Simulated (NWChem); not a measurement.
The numbers come from NWChem runs, not from measurements. System: hexafluoropropene (C3F6), charge 0, spin multiplicity 1, at a geometry optimised with B3LYP/def2-SVP. Level: G0W0@PBE0/def2-SVP, RI basis def2-svp-rifit.

The NWChem input:

```
start mol
memory heap 200 mb stack 700 mb global 1700 mb
geometry units angstroms nocenter noautoz noautosym
  F      2.477524    -0.289571     0.756748
  C      1.383233     0.230975     0.261319
  F      1.570237     1.445240    -0.186876
  C      0.221240    -0.432308     0.232383
  F      0.164395    -1.672587     0.726672
  C     -1.094027     0.059726    -0.306301
  F     -2.020870     0.082952     0.662146
  F     -0.988759     1.289317    -0.817391
  F     -1.542825    -0.760946    -1.266233
end
basis spherical
  * library def2-svp
end
basis "ri basis" bse spherical
  * library def2-svp-rifit
end
dft
  xc pbe0
  iterations 100
  direct
  tolerances tight
end
task dft energy
gw
  states alpha occ 4 vir 2
end
task dft gw
```

Output (cleaned and shortened):

```
             Northwest Computational Chemistry Package (NWChem) 7.3.0
             --------------------------------------------------------

                                NWChem Input Module
                                -------------------

 Scaling coordinates for geometry "geometry" by  1.889725989
 (inverse scale =  0.529177249)

                             Geometry "geometry" -> ""
                             -------------------------

 Output coordinates in angstroms (scale by  1.889725989 to convert to a.u.)

  No.       Tag          Charge          X              Y              Z
 ---- ---------------- ---------- -------------- -------------- --------------
    1 F                    9.0000     2.47752400    -0.28957100     0.75674800
    2 C                    6.0000     1.38323300     0.23097500     0.26131900
    3 F                    9.0000     1.57023700     1.44524000    -0.18687600
    4 C                    6.0000     0.22124000    -0.43230800     0.23238300
    5 F                    9.0000     0.16439500    -1.67258700     0.72667200
    6 C                    6.0000    -1.09402700     0.05972600    -0.30630100
    7 F                    9.0000    -2.02087000     0.08295200     0.66214600
    8 F                    9.0000    -0.98875900     1.28931700    -0.81739100
    9 F                    9.0000    -1.54282500    -0.76094600    -1.26623300

 Effective nuclear repulsion energy (a.u.)     510.0974708693

            Nuclear Dipole moment (a.u.)
            ----------------------------
        X                 Y               Z
 ---------------- ---------------- ----------------
    -0.0000113384     0.0000056692     0.0000000000


 Summary of "ao basis" -> "" (spherical)
 ------------------------------------------------------------------------------
       Tag                 Description            Shells   Functions and Types
 ---------------- ------------------------------  ------  ---------------------
 *                          def2-svp                  on all atoms

 new library libraries.bse/

 Summary of "ri basis" -> "" (spherical)
 ------------------------------------------------------------------------------
       Tag                 Description            Shells   Functions and Types
 ---------------- ------------------------------  ------  ---------------------
 *                       def2-svp-rifit               on all atoms

                                 NWChem DFT Module
                                 -----------------

 Summary of "ao basis" -> "ao basis" (spherical)
 ------------------------------------------------------------------------------
       Tag                 Description            Shells   Functions and Types
 ---------------- ------------------------------  ------  ---------------------
 F                          def2-svp                 6       14   3s2p1d
 C                          def2-svp                 6       14   3s2p1d

 Summary of "ao basis" -> "ao basis" (spherical)
 ------------------------------------------------------------------------------
       Tag                 Description            Shells   Functions and Types
 ---------------- ------------------------------  ------  ---------------------
 F                          def2-svp                 6       14   3s2p1d
 C                          def2-svp                 6       14   3s2p1d

            General Information
            -------------------
          SCF calculation type: DFT
          Wavefunction type:  closed shell.
[...]
   Bfn.  Coefficient  Atom+Function         Bfn.  Coefficient  Atom+Function
  ----- ------------  ---------------      ----- ------------  ---------------
    48      0.381724  4 C  pz                20      0.335982  2 C  pz
    62      0.255979  5 F  pz                51      0.238488  4 C  pz
    65     -0.209693  5 F  pz                34      0.201146  3 F  pz
     6      0.198587  1 F  pz                23      0.164146  2 C  pz
     9     -0.159437  1 F  pz                37     -0.158696  3 F  pz

 Vector   37  Occ=0.000000D+00  E=-1.770795D-02
              MO Center=  7.1D-01, -2.9D-02,  1.9D-01, r^2= 2.3D+00
   Bfn.  Coefficient  Atom+Function         Bfn.  Coefficient  Atom+Function
  ----- ------------  ---------------      ----- ------------  ---------------
    20      0.503967  2 C  pz                23      0.453760  2 C  pz
    48     -0.379919  4 C  pz                51     -0.379646  4 C  pz
    79     -0.208728  6 C  pz                19      0.205998  2 C  py
    22      0.185532  2 C  py                 6      0.177200  1 F  pz
    34      0.172261  3 F  pz                 9     -0.161438  1 F  pz

 Vector   38  Occ=0.000000D+00  E= 4.192734D-02
              MO Center=  3.5D-01, -3.2D-01,  2.2D-01, r^2= 2.6D+00
   Bfn.  Coefficient  Atom+Function         Bfn.  Coefficient  Atom+Function
  ----- ------------  ---------------      ----- ------------  ---------------
    50      0.516404  4 C  py                59      0.450450  5 F  s
    17     -0.370997  2 C  s                 22      0.354788  2 C  py
    47      0.307180  4 C  py                 3      0.284912  1 F  s
    64      0.285065  5 F  py                61     -0.264913  5 F  py
    19      0.241660  2 C  py                75      0.240742  6 C  py

 Vector   39  Occ=0.000000D+00  E= 1.196647D-01
              MO Center=  1.6D+00,  4.8D-01,  2.1D-01, r^2= 2.2D+00
   Bfn.  Coefficient  Atom+Function         Bfn.  Coefficient  Atom+Function
  ----- ------------  ---------------      ----- ------------  ---------------
    17      2.514682  2 C  s                 49     -0.868047  4 C  px
    31     -0.695543  3 F  s                  3     -0.571281  1 F  s
    45     -0.503970  4 C  s                 36      0.365548  3 F  py
    50     -0.359165  4 C  py                73     -0.307867  6 C  s
    44     -0.305483  4 C  s                 33     -0.263041  3 F  py

 center of mass
 --------------
 x =  -0.00428070 y =   0.00118758 z =  -0.00157152

 moments of inertia (a.u.)
 ------------------
         770.334957699244         -75.216619693765        -244.035566074010
         -75.216619693765        1495.978910893791         120.555025240628
        -244.035566074010         120.555025240628        1725.993396781158

     Multipole analysis of the density
     ---------------------------------

     L   x y z        total         alpha         beta         nuclear
     -   - - -        -----         -----         ----         -------
     0   0 0 0     -0.000000    -36.000000    -36.000000     72.000000

     1   1 0 0      0.387731      0.193871      0.193871     -0.000011
     1   0 1 0      0.156793      0.078394      0.078394      0.000006
     1   0 0 1      0.033749      0.016874      0.016874      0.000000

     2   2 0 0    -35.017022   -309.637696   -309.637696    584.258371
     2   1 1 0      0.012825    -17.898609    -17.898609     35.810042
     2   1 0 1     -0.348223    -58.398225    -58.398225    116.448228
     2   0 2 0    -35.437157   -136.328302   -136.328302    237.219447
     2   0 1 1      0.729092     28.952400     28.952400    -57.175709
     2   0 0 2    -34.042662    -81.133796    -81.133796    128.224929

 Task  times  cpu:       11.4s     wall:       11.4s

                                NWChem Input Module
                                -------------------

                                 NWChem GW Module
                                 ----------------

                             ***********************
                             ***        GW       ***
                             ***********************

 Summary of "ri basis" -> "ri basis" (spherical)
 ------------------------------------------------------------------------------
       Tag                 Description            Shells   Functions and Types
 ---------------- ------------------------------  ------  ---------------------
 F                       def2-svp-rifit             16       48   6s5p4d1f
 C                       def2-svp-rifit             16       48   6s5p4d1f

                 Memory Information
                 ------------------
          Available GA per process is          1699.9 MBs
          Available stack per process is        700.0 MBs
          Available heap per process is           0.0 MBs

          Peak memory in Initialization
              Peak GA per process is                 17.2 MBs
              Peak stack per process is               0.1 MBs
              Peak heap per process is               17.8 MBs
              Memory not in MA per process            0.0 MBs

          Peak memory in AFF Calculation
              Peak GA per process is                106.3 MBs
              Peak stack per process is              80.1 MBs
              Peak heap per process is                0.0 MBs
              Memory not in MA per process           80.1 MBs

          Computing 2-center integrals
          Computing Inverse Cholesky factor
          Computing 3-center integrals
          Computing V_xc ...

          Computing Sigma_x
          Computing RPA polarizability
          Solving quasiparticle equations

                  Alpha Orbitals
          State     Energy (eV)     Error (eV)
          -----------------------------------
@GW        33        -15.061           0.002
@GW        34        -14.635           0.002
@GW        35        -13.665           0.005
@GW        36        -10.257           0.004
@GW        37          2.614           0.002
@GW        38          4.480           0.002

   Applying  -2.0613 eV scissor-shift to rest of particle states

   Applying   3.0956 eV scissor-shift to rest of hole states

     GW Timing Statistics
   ------------------------
   Init.   :          0.0s
     ERIs  :          1.3s
     Distr.:          0.0s
     Vxc   :          1.4s
   Sigma_x :          0.0s
   RPA     :         16.5s
   Wmn     :          0.1s
   Sigma_c :          0.0s
   GW total:         19.5s

 Task  times  cpu:       19.5s     wall:       19.5s

 Total times  cpu:       30.9s     wall:       30.9s
```
